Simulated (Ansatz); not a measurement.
Job for Ansatz (a program for electronic structure): R-CCSD(T)/cc-pVDZ on C4H4N2 (SMILES N#CCCC#N), a point of a torsion scan.

Ansatz 0.2 input:
```yaml
crystal:
  periodic: [false, false, false]
  atoms:
    - {symbol: N, position_ang: [-2.29480888, 0.00186584, 1.26467674]}
    - {symbol: C, position_ang: [-1.51016625, 0.25211996, 0.47327882]}
    - {symbol: C, position_ang: [-0.50146309, 0.54423637, -0.51463480]}
    - {symbol: C, position_ang: [0.68266381, -0.42970172, -0.36990478]}
    - {symbol: C, position_ang: [1.69133106, -0.13751344, -1.35785180]}
    - {symbol: N, position_ang: [2.47582831, 0.11280038, -2.14938835]}
    - {symbol: H, position_ang: [-0.94727985, 0.45501998, -1.50990100]}
    - {symbol: H, position_ang: [-0.16361015, 1.57600577, -0.37837080]}
    - {symbol: H, position_ang: [1.12843797, -0.34059194, 0.62537878]}
    - {symbol: H, position_ang: [0.34486033, -1.46145233, -0.50633539]}
basis:
  gaussian:
    orbitals: cc-pVDZ
magnetization: {spin_polarized: false}
correlation: {method: ccsd_t, electrons: outside_noble_gas}
scf: {lower_state_search: off}
```

It printed:

```
WARN ansatz: RAYON_NUM_THREADS=6 ignored (pool sized by the plan → 6); use --threads N
Functional definition: HF
these checks for a lower state are left out or cut short: stability, starts, cluster_reference, orbital_swaps, neighbouring_geometries, increment
integrals: 0.14 GiB planned
976 factors; integrals over basis functions are off by at most 9.1e-4 eV
mean field: 0.29 GiB planned
mean field evaluation 1: about -7143.5752 eV, gradient 4.2e1 eV
mean field evaluation 2: about -7143.9017 eV, gradient 4.1e1 eV
mean field evaluation 4: about -7148.5906 eV, gradient 4.7e0 eV
mean field evaluation 8: about -7148.6953 eV, gradient 8.6e-2 eV
mean field -7148.69533637 eV, -262.7097080520 hartree, gradient 7.6e-6 eV, S^2 0.000000; 0 other end points of the search recorded, 0 dependent functions left out
6 core orbitals not correlated
reference -7148.69533637 eV, -262.7097080520 hartree; 15, 15 occupied and 83, 83 virtual orbitals, 976 factors
second order -22.42154077 eV of doubles, -0.00000000 eV of singles
coupled cluster: 0.49 GiB planned
cycle   1  -22.42796780 eV  change   -6.4e-3 eV  update   1.2e-1
cycle   2  -23.13543754 eV  change   -7.1e-1 eV  update   3.6e-2
cycle   3  -23.29981646 eV  change   -1.6e-1 eV  update   1.7e-2
cycle   4  -23.30383359 eV  change   -4.0e-3 eV  update   4.6e-3
cycle   5  -23.31032571 eV  change   -6.5e-3 eV  update   1.8e-3
cycle   6  -23.31093735 eV  change   -6.1e-4 eV  update   4.1e-4
cycle   7  -23.31097281 eV  change   -3.5e-5 eV  update   1.4e-4
cycle   8  -23.31105265 eV  change   -8.0e-5 eV  update   3.6e-5
cycle   9  -23.31105967 eV  change   -7.0e-6 eV  update   1.2e-5
perturbative correction -0.91890758 eV, -0.0337692308 hartree
Total energy: -7172.92530362 eV, -263.6001429248 hartree
Checks for a lower state left out: stability, starts, cluster_reference, orbital_swaps, neighbouring_geometries, increment
```

The calculation finished and met its thresholds.

Cost: very roughly 15 core-seconds.
